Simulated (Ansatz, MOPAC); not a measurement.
Species: CH5BS2, net charge 0, singlet state. SMILES: CB(S)S

Atoms: C1, B2, S3, S4, H5, H6, H7, H8, H9. Bonds: C1-B2, C1-H5, C1-H6, C1-H7, B2-S3, B2-S4, S3-H8, S4-H9.

Bond lengths (Å) and angles (degrees) optimised at PM3 with MOPAC; HF/STO-3G with Ansatz (a program for electronic structure); PBE/6-31G* with Ansatz, each started from the B3LYP-D3(BJ)/def2-TZVP structure (Ansatz) of the last column. A row stands for all coordinates that are equal there; 12 of 16 kinds are shown. 6-31G* holds six Cartesian d functions. No wavenumbers were computed at HF/STO-3G, PBE/6-31G*, so these may be saddle points.

| coordinate | PM3 | HF/STO-3G | PBE/6-31G* | B3LYP-D3(BJ)/def2-TZVP |
|---|---|---|---|---|
| C1-B2 | 1.562 | 1.586 | 1.579 | 1.568 |
| C1-H5 | 1.099 | 1.084 | 1.103 | 1.091 |
| C1-H6 | 1.099 | 1.086 | 1.106 | 1.094 |
| B2-S3 | 1.724 | 1.772 | 1.822 | 1.808 |
| B2-S4 | 1.716 | 1.767 | 1.817 | 1.805 |
| S3-H8 | 1.310 | 1.329 | 1.361 | 1.344 |
| S4-H9 | 1.311 | 1.330 | 1.362 | 1.345 |
| C1-B2-S3 | 122.8 | 120.9 | 122.9 | 122.8 |
| C1-B2-S4 | 113.3 | 118.1 | 118.1 | 118.3 |
| S3-B2-S4 | 123.8 | 121.0 | 119.0 | 118.9 |
| B2-C1-H5 | 114.1 | 112.9 | 113.4 | 113.4 |
| B2-C1-H6 | 111.0 | 110.8 | 110.6 | 110.4 |

Mean signed difference of all 8 bond lengths from B3LYP-D3(BJ)/def2-TZVP: PM3 -0.028 Å, HF/STO-3G -0.014 Å, PBE/6-31G* 0.013 Å.
